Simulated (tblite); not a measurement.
Compound: C5H14Si2.
Bonds: C1–C2, C2–Si3, Si3–C4, Si3–C5, C5–Si6, Si6–C7, Si3–C7. Hydrogens: H8, H9, H10 on C1; H11, H12 on C2; H13, H14, H15 on C4; H16, H17 on C5; H18, H19 on Si6; H20, H21 on C7.

The geometry is computed with GFN2-xTB (gas phase).

Give the optimised bond lengths and angles.

| bond | length (bohr) | order |
| --- | --- | --- |
| C1–C2 | 2.878 | single |
| C2–Si3 | 3.606 | single |
| Si3–C4 | 3.594 | single |
| Si3–C5, Si3–C7 | 3.641 | single |
| C5–Si6, Si6–C7 | 3.623 | single |
| C1–H8, C1–H9, C1–H10 | 2.055 | single |
| C2–H11, C2–H12 | 2.061 | single |
| C4–H13, C4–H14, C4–H15 | 2.050 | single |
| C5–H16, C7–H20 | 2.053 | single |
| C5–H17, C7–H21 | 2.054 | single |
| Si6–H18 | 2.769 | single |
| Si6–H19 | 2.769 | single |

Bonds in one row agree within 0.02 bohr and their mean is given. Orders are formal, as drawn. A selection of angles:
| angle | degrees |
| --- | --- |
| C2–C1–H8 | 110.6 |
| H8–C1–H9 | 108.0 |
| C1–C2–Si3 | 112.9 |
| C1–C2–H11 | 109.1 |
| Si3–C2–H11 | 109.5 |
| H11–C2–H12 | 106.4 |
| C2–Si3–C4 | 110.1 |
| C2–Si3–C5 | 113.5 |
| C4–Si3–C5 | 115.1 |
| C5–Si3–C7 | 87.6 |
| Si3–C4–H13 | 111.3 |
| H13–C4–H14 | 107.8 |
| Si3–C5–Si6 | 91.9 |
| Si3–C5–H16 | 115.7 |
| Si3–C5–H17 | 114.0 |
| Si6–C5–H16 | 115.1 |
| Si6–C5–H17 | 113.6 |
| H16–C5–H17 | 106.4 |
| C5–Si6–C7 | 88.2 |
| C5–Si6–H18 | 113.7 |
| C5–Si6–H19 | 115.1 |
| H18–Si6–H19 | 109.7 |

Torsions: C1–C2–Si3–C4 179° (antiperiplanar); C2–Si3–C5–Si6 110° (anticlinal); Si3–C5–Si6–C7 5° (synperiplanar); C5–Si6–C7–Si3 -5° (synperiplanar); C2–Si3–C7–Si6 -109° (anticlinal). The mirror-image conformer, all signs reversed, is as good.

The 4-membered ring Si3–C5–Si6–C7 has internal angles of 87.6° to 91.9° (sum 359°, against 360° for a flat polygon); it is slightly puckered (a soft mode that the optimisation may not have finished), 0.04 Å rms from its mean plane, widest ring torsion 5°. Si3 (four-coordinate silicon) has angles from 87.6° to 115.2°. Si6 (SiH2 silicon) has angles from 88.2° to 115.2°. The C–Si distances run from 1.902 Å (Si3–C4, drawn single) to 1.927 Å (Si3–C7, drawn single), a spread of 0.025 Å.

Point group: near Cs, missed by 0.22 Å at most; the miss may be what the optimiser left on a soft mode. Its GFN2-xTB frequencies are all real (lowest 46 cm⁻¹). One conformer, not necessarily the lowest.
